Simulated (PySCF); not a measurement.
SMILES CC[CH]CCCC, doublet (GFN2-xTB optimised geometry):

```
22

C      0.450     2.760     3.048
C     -0.396     1.479     3.136
C      0.272     0.317     2.510
C     -0.245    -0.338     1.291
C      0.257     0.351     0.000
C     -0.256    -0.350    -1.254
C      0.235     0.335    -2.524
H      0.625     3.028     2.009
H      1.412     2.610     3.531
H     -0.061     3.585     3.540
H     -1.365     1.651     2.663
H     -0.575     1.278     4.201
H      1.262     0.063     2.851
H      0.075    -1.383     1.259
H     -1.339    -0.311     1.284
H      1.349     0.351     0.000
H     -0.078     1.390     0.000
H      0.079    -1.390    -1.250
H     -1.349    -0.355    -1.244
H      1.322     0.334    -2.561
H     -0.140    -0.179    -3.406
H     -0.107     1.367    -2.557
```

Calculation: unrestricted PBE0/def2-SVP run with PySCF 2.14.0.

Problem. What are the frontier orbital energies (α orbitals alone; a β orbital can be the lowest empty one) and the dipole moment?

Solution. HOMO-2 -9.08 eV, HOMO-1 -8.92 eV, HOMO -5.16 eV, LUMO 1.86 eV, LUMO+1 2.24 eV; dipole moment 0.21 D.

On the same geometry unrestricted PBE/def2-SVP in PySCF gives HOMO-2 -7.64 eV, HOMO-1 -7.49 eV, HOMO -3.78 eV, LUMO 1.01 eV, LUMO+1 1.38 eV; dipole moment 0.23 D.

Meta-Löwdin charges at PBE0/def2-SVP: C1 -0.29, C2 -0.17, C3 -0.11, C4 -0.18, C5 -0.16, C6 -0.16, C7 -0.30, H8 0.10, H9 0.10, H10 0.10, H11 0.09, H12 0.10, H13 0.09, H14 0.09, H15 0.09, H16 0.09, H17 0.08, H18 0.09, H19 0.09, H20 0.09, H21 0.10, H22 0.09.
